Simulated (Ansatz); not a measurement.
C$_{10}$H$_{19}$NTi, SMILES `C[N](C)[Ti]1234([CH3])([CH3])[C@@H]5[C@H]1[C@H]2[C@@]3(C)[C@@H]54`. Total charge 0; spin multiplicity 1. All single points use the PBE0-D4/def2-TZVP geometry. It is one conformer, not always the lowest.

```xyz
31

C    -2.348   -0.146    1.131
N    -1.533   -0.547    0.015
C    -1.885   -1.848   -0.487
Ti    0.028    0.367   -0.548
C    -0.306    2.373   -0.021
C    -0.208    0.407   -2.636
C     2.016   -0.859   -1.035
C     2.433    0.472   -0.845
C     2.146    0.832    0.483
C     1.554   -0.279    1.132
C     1.104   -0.338    2.553
C     1.485   -1.325    0.186
H    -2.283   -0.863    1.964
H    -3.407   -0.076    0.843
H    -2.044    0.834    1.506
H    -1.239   -2.136   -1.320
H    -1.802   -2.624    0.290
H    -2.920   -1.864   -0.857
H    -0.241    2.583    1.051
H    -1.331    2.577   -0.356
H     0.371    3.056   -0.543
H    -0.285   -0.595   -3.071
H    -1.163    0.919   -2.801
H     0.582    0.946   -3.165
H     2.073   -1.415   -1.958
H     2.844    1.121   -1.604
H     2.325    1.797    0.933
H     0.354   -1.118    2.698
H     0.673    0.612    2.879
H     1.945   -0.559    3.217
H     1.061   -2.303    0.366
```

Task: What is the dipole moment at B3LYP/def2-TZVPP? (Best estimate.)

Result: The calculation gave: 1.88 D, with components (-0.16, -1.26, 1.40) D in this frame, pointing from negative to positive charge.

Task: And with PBE, r2SCAN, ωB97M-V? (Best estimate.)

Result: The calculation gave: PBE 1.97 D, r2SCAN 1.93 D, ωB97M-V 1.84 D.

Task: Give the Mulliken charges with B3LYP, r2SCAN, ωB97M-V in def2-TZVPP. (Estimate.)

Result: Ansatz gave: 
```csv
atom,B3LYP,r2SCAN,ωB97M-V
C1,-0.19,-0.06,-0.27
N2,-0.18,-0.18,-0.16
C3,-0.18,-0.05,-0.26
Ti4,0.60,0.51,0.39
C5,-0.56,-0.46,-0.61
C6,-0.52,-0.43,-0.56
C7,-0.14,-0.09,-0.14
C8,-0.11,-0.11,-0.10
C9,-0.17,-0.14,-0.16
C10,0.09,0.15,0.06
C11,-0.30,-0.21,-0.35
C12,-0.13,-0.15,-0.11
H13,0.08,0.04,0.11
H14,0.09,0.05,0.12
H15,0.08,0.05,0.11
H16,0.08,0.04,0.10
H17,0.08,0.04,0.11
H18,0.09,0.05,0.12
H19,0.08,0.05,0.12
H20,0.09,0.06,0.13
H21,0.09,0.07,0.13
H22,0.07,0.05,0.11
H23,0.10,0.07,0.13
H24,0.08,0.06,0.12
H25,0.13,0.10,0.13
H26,0.13,0.10,0.13
H27,0.12,0.09,0.13
H28,0.09,0.06,0.11
H29,0.09,0.06,0.12
H30,0.10,0.07,0.13
H31,0.12,0.10,0.13
```

B3LYP here is the variant with VWN-RPA as its local correlation; programs differ in this.
